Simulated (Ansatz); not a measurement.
A calculation with Ansatz (development build ahead of 0.2.0).

```yaml
crystal:
  periodic: [false, false, false]
  atoms:
    - { symbol: H, position_ang: [0.0, 0.0, 0.0] }
basis:
  gaussian: { orbitals: cc-pVDZ }
magnetization:
  initial_magnetization: 1
hamiltonian:
  xc: pbe
```

The input is written out in the form of the current development build from the run's settings.

Output:

| Property | Result |
| --- | --- |
| Converged | yes |
| Total energy | -0.49863 hartree |
| Spin squared of the determinant | 0.750 |
